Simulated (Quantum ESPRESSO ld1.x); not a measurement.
The numbers below are computed, except where a source is named.
Task: Spin polarisation of the 4f10 shell in the holmium ion Ho3+. Start: [Xe] 4f(up 5, down 5); electrons of 4f are moved from spin down to spin up, other shells keep equal spins. Code: ld1.x of Quantum ESPRESSO 7.5. Model: non-relativistic Kohn-Sham, LDA (Slater exchange, Perdew-Wang correlation), spin-polarised, spherical densities, point nucleus. Estimate the energy gained and the exchange splitting at a moment of 4 Bohr magnetons.

Result: At moment 4 the spin-polarisation energy is -3.202 eV and the 4f exchange splitting 3.202 eV, that is 0.800 eV per Bohr magneton; E = -I m^2/4 would give I = 0.801 eV.
